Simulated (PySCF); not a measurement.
H$_{6}$AlNO$_{2}$SSi, singlet, at the geometry of the source list. Base run: M062X/6-31G in PySCF.

PySCF was given this input:
```python
from pyscf import gto, scf, dft, solvent

mol = gto.M(
    atom='''
Si    1.319600   -0.445300    0.984000
N     1.535100    0.041900   -0.657200
S    -0.328400    0.516100    2.012500
Al   -1.442200    0.303200    0.119700
O    -1.528200    1.570000   -0.929800
O    -1.978900   -1.214300   -0.221200
H     1.129200   -1.889600    0.924000
H     2.496100   -0.001700    1.713900
H     1.859300    0.979200   -0.840200
H     0.819600   -0.212700   -1.322500
H    -1.503200    2.403000   -1.372200
H    -2.378100   -2.049700   -0.410900
''',
    basis='6-31g',
    charge=0,
    spin=0,
    verbose=4,
)

mf = dft.RKS(mol)
mf.xc = 'm062x'
mf.kernel()
```

Base: dipole (D) 3.10; HOMO-LUMO gap (eV) 8.33.

A changed run: ΔE vs base (kcal/mol) -9.66; dipole (D) 3.74; HOMO-LUMO gap (eV) 8.67.

Task: What was changed between the two runs?
A. model = IEF-PCM; solvent = dimethylsulfoxide
B. model = ddCOSMO; solvent = toluene
C. model = SS(V)PE; solvent = toluene
D. model = IEF-PCM; solvent = chloroform
E. model = IEF-PCM; solvent = toluene; vdw_scale = 1.4

Result: D, model = IEF-PCM; solvent = chloroform

The base is the gas phase, so ΔE is the electrostatic part of solvation at a fixed geometry, without cavity and dispersion terms.
